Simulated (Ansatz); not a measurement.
Compare A (`BCCBO`) with its isomer B (`BB(C)OC`).

Computed with Ansatz on PBE0-D4/def2-TZVP structures; ΔE is electronic, products minus reactants. CCSD(T)/CBS is the MP2 limit (def2-TZVPP, def2-QZVPP) plus CCSD(T) − MP2 in def2-TZVPP, frozen cores. DFT in def2-TZVPP. B3LYP here is the variant with VWN-RPA as its local correlation; programs differ in this. One conformer a species, not always the lowest.

(1) Which isomer does CCSD(T)/CBS put lower? Give the gap. (An estimate is asked.)

(2) Give E(B) − E(A) in kJ/mol with r2SCAN-D4, HF/def2-TZVPP, CCSD/def2-TZVPP, PBE-D4, B3LYP, CCSD(T)/def2-TZVPP, B2PLYP. (Estimate.)

Largest T1 diagnostic: 0.013.

Results:

(1) Ansatz gave: A, by 65.6 kJ/mol.

(2) Computed: r2SCAN-D4 58.9, HF/def2-TZVPP 59.1, CCSD/def2-TZVPP 63.0, PBE-D4 56.9, B3LYP 56.5, CCSD(T)/def2-TZVPP 63.0, B2PLYP 61.4. None reverses the order clearly.

From PBE to PBE0 (25 % exact exchange), in def2-TZVPP and without D4, E(B) − E(A) moves by +4.0 kJ/mol. In def2-TZVPP, CCSD(T) changes the Hartree–Fock value by +3.9 kJ/mol (the triples alone add +0.1 kJ/mol) and MP2 by +12.6 kJ/mol.
